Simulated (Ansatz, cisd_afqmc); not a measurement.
Species: InO, charge 0, doublet. InO (SMILES [O]=[In], doublet).
B3LYP-D3(BJ)/def2-TZVP minimum from Ansatz (a quantum-chemistry and plane-wave program):
```
In
O 1 1.9430
```
Charge 0, spin multiplicity 2.

Total energies in def2-SVP, 9 correlated electrons, 10 frozen orbitals. UHF or UKS for unpaired electrons; spin-orbit terms are left out. Correlated methods leave the cores frozen (noble-gas shells, and filled d and f shells in the p block). Past Kr the def2 sets carry scalar-relativistic core potentials. The Monte Carlo rows (phaseless AFQMC, CISD trial, step 0.005/hartree) carry one-sigma bars that omit the constraint's bias. Outlying blocks are dropped, and bars are widened where a walk drifts. Over all cases where full CI ran beside it in this data, AFQMC minus full CI had a median of +0.1 mEh and passed +0.4 mEh in a tenth of the cases. Spin-orbit terms, left out, reach several kcal/mol for Br and I, and more for heavier atoms. The UHF reference of InO ([O]=[In], doublet) is spin-contaminated (<S^2> up to 0.04 over the pure value in the sets run). The determinant of InO ([O]=[In], doublet) is a saddle point of the SCF energy; a lower one exists, which strains HF and MP2.

```
method         program         energy (Eh)  minus CCSDTQ (mEh)
----------  ----------  ------------------  ------------------
HF              Ansatz          -263.96293              226.31
MP2             Ansatz          -264.15136               37.88
CCSD            Ansatz          -264.17831               10.93
CCSD(T)         Ansatz          -264.18617                3.07
CCSDT(Q)        Ansatz          -264.19011               -0.87
CCSDTQ          Ansatz          -264.18924                0.00
AFQMC/CISD  cisd_afqmc  -264.1876 ± 0.0004           1.6 ± 0.4
```

Rough core times of Ansatz's runs on a shared machine: CCSD(T) under 20 s, CCSDT(Q) under 20 s, CCSDTQ 6 min.
